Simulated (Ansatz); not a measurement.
PBE exchange is replaced step by step with exact exchange (0 % is PBE, 25 % PBE0; no dispersion term), basis def2-SVP, Ansatz. System: trans-PdH(PF3)2Br (P2PdHBrF6). Charge 0, multiplicity 1. Geometry: PBE0-D4/def2-SVP, each spin state at its own.

Geometry of the singlet:

Cartesian coordinates in Å:
```
Pd 0.0407 -0.0293 0.0186
H 1.2147 -0.9147 0.5363
P -1.2391 -0.8531 1.6439
F -2.5368 -1.6233 1.2133
F -1.8439 0.1694 2.6692
F -0.6606 -1.9048 2.6641
Br -1.8311 1.3823 -0.8070
P 1.3859 0.7423 -1.5791
F 0.9441 0.5033 -3.0658
F 2.8749 0.2393 -1.6855
F 1.6513 2.2887 -1.6079
```

In the def2 sets Pd takes a core potential; there is no spin–orbit coupling. The name describes the singlet; other states may take another shape.

```json
{"exact exchange (%)": "10", "HOMO (eV)": "-6.61", "LUMO (eV)": "-2.81", "gap (eV)": "3.80", "triplet − singlet (kJ/mol)": "189.0"}
{"exact exchange (%)": "15", "HOMO (eV)": "-6.87", "LUMO (eV)": "-2.66", "gap (eV)": "4.21", "triplet − singlet (kJ/mol)": "191.3"}
{"exact exchange (%)": "40", "HOMO (eV)": "-8.18", "LUMO (eV)": "-1.87", "gap (eV)": "6.31", "triplet − singlet (kJ/mol)": "200.5"}
```
